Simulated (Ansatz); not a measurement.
The cluster Nb2S6, relaxed as a singlet with RKS PBE-D4/def2-SVP in Ansatz, starting from the GFN2-xTB geometry. Force threshold 0.03 eV/Å.

In the def2 sets Nb takes a core potential; there is no spin–orbit coupling. The restricted singlet is unstable towards broken spin symmetry in Hartree–Fock (as tested in another run); at PBE-D4/def2-SVP this wasn't settled. The relaxation made no stability test and no search for a lower SCF solution. The structure comes from a short search, and lower isomers may exist.

Start:

```xyz
8

Nb   -0.911   -0.741    2.392
Nb    0.457    0.501    0.445
S     0.279   -1.081   -1.750
S    -0.309    0.671   -2.683
S    -0.867    1.851   -1.097
S    -2.108   -2.453    1.652
S     1.365    1.922    1.908
S     2.094   -0.670   -0.867
```

```
         step  energy (eV)  largest force component (eV/Å)  SCF passes
            1  -68070.4652                           1.835          31
            2  -68070.9719                           0.516          35
            3  -68071.2991                           0.842          35
            4  -68071.5816                           0.451          34
            5  -68071.7284                           0.572          33
            6  -68071.8982                           0.639          32
            7  -68072.0928                           0.501          33
            8  -68072.3165                           0.691          51
            9  -68072.4057                           2.185          54
           10  -68072.8273                           0.939          31
           11  -68073.0533                           0.563          30
13 (rejected)  -68073.0195                           0.811          31
           15  -68073.1595                           0.236          33
           17  -68073.4165                           1.020          33
           19  -68074.2848                           1.235          40
           21  -68074.7013                           2.034          33
           23  -68075.5489                           0.426          38
           25  -68075.6575                           0.384          31
           27  -68075.7993                           0.709          31
           29  -68075.9727                           0.337          31
           31  -68075.9881                           0.153          28
           33  -68075.9930                           0.038          26
           34  -68075.9931                           0.005          28
```

Force components are those of the run's own axes.

End:

| atom | x (Å) | y (Å) | z (Å) |
| --- | --- | --- | --- |
| Nb1 | -1.125 | 0.473 | 2.111 |
| Nb2 | 0.099 | 0.047 | -0.129 |
| S3 | 0.753 | -1.371 | -2.095 |
| S4 | -0.300 | 0.423 | -2.507 |
| S5 | -1.606 | 1.870 | 0.384 |
| S6 | -1.271 | -1.580 | 1.022 |
| S7 | 1.128 | 0.773 | 2.085 |
| S8 | 2.321 | -0.635 | -0.871 |

Bonds lost: S4–S5 (atoms count from 1). Bonds formed: Nb1–S5, Nb1–S7, Nb2–S6 (atoms count from 1).

No frequencies were taken in this run, so the end may be a saddle point.

Hardware: 4 threads of Arm Neoverse V1 on a shared host. Wall time 2 min.
